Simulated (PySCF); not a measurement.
# Dipole response of I⁻ (iodine, charge -1)

[Xe], closed-shell 1S. Computed with PySCF 2.14 in x2c-TZVPPall with one added diffuse shell each of s, p, d, f type (9s7p5d3f, 76 functions), with scalar relativity by spin-free X2C-1e. Coupled (time-dependent) response in atomic units; α is the mean over directions.

| method | mean α (bohr³) | C₆ (like pair) | S(−4) |
| --- | --- | --- | --- |
| wB97X-V | 61.34 | 871.1 | 820.7 |

S(−4) is the Cauchy moment in α(ω) = α(0) + S(−4) ω² + …

α(iu) at wB97X-V:

```
u (hartree)  α(iu) (bohr³)
          0          61.34
     0.0500          59.36
      0.100          54.27
      0.200          41.22
      0.300          30.48
      0.500          18.00
      0.750          10.80
       1.00          7.230
       1.50          3.993
       2.00          2.610
       3.00          1.439
       5.00         0.6682
```

A single London oscillator, α(iu) = α/(1 + u²/ω²), gives C₆ = (3/4) ω α². Matching the computed C₆ needs ω = 4 × 871.1 / (3 × 61.34²) = 0.309 hartree.

For an ion, C₆ is the dispersion term alone; charge-induced terms of lower order in 1/R come first.
